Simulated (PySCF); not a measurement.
A structure optimised at B3LYP-D3(BJ)/def2-SVP, used in a PySCF frequency run:

```xyz
6

Cl     2.0222    -0.9720     0.0000
C      0.2964    -1.0025     0.0000
Cl    -0.4132    -2.5787     0.0000
C     -0.4566     0.1189     0.0000
Cl    -2.1809     0.0623     0.0000
Br     0.3052     1.8459     0.0000
```
Charge 0, spin multiplicity 1.

**Question.** Write its SMILES, formula and point group.

**Answer.** ClC(Cl)=C(Cl)Br, C₂BrCl₃, Cs

**Question.** What are its rotational constants (standard atomic weights)?

**Answer.** 1.5290, 0.91371, 0.57192 GHz
